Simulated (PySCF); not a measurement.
Isomers of C6H6S2, mass 141.991 u with the commonest isotopes. Method: PBE0-D3(BJ)/def2-SVP geometry optimisation, gas phase in PySCF 2.14.0. One conformer each, none proved a minimum here; rigid rotors.

Question: Order these by out-of-plane moment Σ m c² = (Ia + Ib − Ic)/2, smallest first.
A. `[CH3:1][C:2](=[S:3])[c:4]1[cH:5][cH:6][cH:7][s:8]1` with C1–C2–C4–C5 180°
B. `[SH:1][c:2]1[cH:3][cH:4][c:5]([SH:6])[cH:7][cH:8]1` with H–S1–C2–C3 0°, C4–C5–S6–H -179° (1,4-benzenedithiol)
C. `[SH:1][c:2]1[cH:3][cH:4][cH:5][cH:6][c:7]1[SH:8]` with H–S1–C2–C3 -11°, C6–C7–S8–H 139°

Answer: B (0.00 u·Å²), C (0.88 u·Å²), A (1.59 u·Å²).

Question: Order these by rotational constant C, smallest first.
A. `[SH:1][c:2]1[cH:3][cH:4][c:5]([SH:6])[cH:7][cH:8]1` with H–S1–C2–C3 0°, C4–C5–S6–H -179° (1,4-benzenedithiol)
B. `[CH3:1][C:2](=[S:3])[c:4]1[cH:5][cH:6][cH:7][s:8]1` with C1–C2–C4–C5 180°
C. `[SH:1][c:2]1[cH:3][cH:4][cH:5][cH:6][c:7]1[SH:8]` with H–S1–C2–C3 -11°, C6–C7–S8–H 139° (1,2-benzenedithiol)

Answer: A (604.4 MHz), B (782.9 MHz), C (822.9 MHz).

Question: Order these by radius of gyration √(Σ m r²/M), largest first.
A. `[CH3:1][C:2](=[S:3])[c:4]1[cH:5][cH:6][cH:7][s:8]1` with C1–C2–C4–C5 180°
B. `[SH:1][c:2]1[cH:3][cH:4][c:5]([SH:6])[cH:7][cH:8]1` with H–S1–C2–C3 0°, C4–C5–S6–H -179° (1,4-benzenedithiol)
C. `[SH:1][c:2]1[cH:3][cH:4][cH:5][cH:6][c:7]1[SH:8]` with H–S1–C2–C3 -11°, C6–C7–S8–H 139°

Answer: B (2.427 Å), A (2.135 Å), C (2.081 Å).

| SMILES | point group | Ia (u·Å²) | Ib (u·Å²) | Ic (u·Å²) | κ | μa (D) | μb (D) | μc (D) |
| --- | --- | --- | --- | --- | --- | --- | --- | --- |
| Sc1ccccc1S | – | 256.98 | 358.90 | 614.13 | 0.02 | 1.25 | 1.45 | 0.77 |
| CC(=S)c1cccs1 | Cs | 169.42 | 479.24 | 645.49 | -0.75 | 2.94 | 0.93 | 0.00 |
| Sc1ccc(S)cc1 | C2h | 91.73 | 744.49 | 836.22 | -0.97 | 0.00 | 0.00 | 0.02 |
